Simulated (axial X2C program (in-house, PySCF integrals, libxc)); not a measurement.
# Spin–orbit effects down a group: homonuclear dimers (ions), PBE0

All values come from calculations with an axial X2C code built on PySCF integrals, spin-free (one-electron X2C) or two-component (2c: spin–orbit coupling with atomic mean-field Coulomb and Gaunt terms, which also bring small scalar terms), in Dyall basis sets with cores contracted in-house; open shells are unrestricted.

Basis sets: C dyall-v3z, Ge dyall-cv3z, Si dyall-v3z, Sn dyall-cv3z.

```json
{"molecule": "C₂⁺", "spin-free state": "M_S = 3/2, Λ = 0", "Re (Å)": "1.401", "ωe (cm⁻¹)": "1358.1", "De (eV)": "6.00", "2c state": "Ω = 3/2", "Re 2c (Å)": "1.402", "ωe 2c (cm⁻¹)": "1358.0", "De 2c (eV)": "6.00"}
{"molecule": "Si₂⁺", "spin-free state": "M_S = 3/2, Λ = 0", "Re (Å)": "2.281", "ωe (cm⁻¹)": "466.8", "De (eV)": "3.66", "2c state": "Ω = 3/2", "Re 2c (Å)": "2.282", "ωe 2c (cm⁻¹)": "466.7", "De 2c (eV)": "3.66"}
{"molecule": "Ge₂⁺", "spin-free state": "M_S = 3/2, Λ = 0", "Re (Å)": "2.405", "ωe (cm⁻¹)": "258.2", "De (eV)": "3.31", "2c state": "Ω = 3/2", "Re 2c (Å)": "2.406", "ωe 2c (cm⁻¹)": "257.8", "De 2c (eV)": "n/a"}
{"molecule": "Sn₂⁺", "spin-free state": "M_S = 3/2, Λ = 0", "Re (Å)": "2.782", "ωe (cm⁻¹)": "172.4", "De (eV)": "2.83", "2c state": "Ω = 3/2", "Re 2c (Å)": "2.783", "ωe 2c (cm⁻¹)": "171.7", "De 2c (eV)": "n/a"}
```

Question: Work out the shifts from the spin-free to the two-component result.

Answer: 

| molecule | 2c state | ΔRe (Å) | Δωe (cm⁻¹) | ΔDe (eV) |
| --- | --- | --- | --- | --- |
| C₂⁺ | Ω = 3/2 | 0.001 | -0.1 | 0.00 |
| Si₂⁺ | Ω = 3/2 | 0.001 | -0.1 | 0.00 |
| Ge₂⁺ | Ω = 3/2 | 0.001 | -0.4 | n/a |
| Sn₂⁺ | Ω = 3/2 | 0.001 | -0.7 | n/a |

Shifts of one unit in the last digit are rounding.

Fragments in 2c: C+ + C, Si+ + Si, Ge+ + Ge, Sn+ + Sn. Each entry is the lowest single determinant of a limited PBE0 search at one distance. De goes to single-determinant-based atoms at the same level (for ions the charge split of lowest energy) and is withheld (n/a) where an atom does not fit its ground term or J level. Main or longest-lived isotopes. One determinant is a doubtful description, or other states lie close, for C₂⁺, Si₂⁺, Ge₂⁺, Sn₂⁺; these need not be ground states, and all values refer to the states named. With several unpaired electrons the Ω given is that of one determinant, not necessarily of the lowest component. Some light 2c atoms are not at their ground J level, so De misses part of their lowering (0.04 eV or less). The functionals have no current term, which raises determinants with orbital currents.
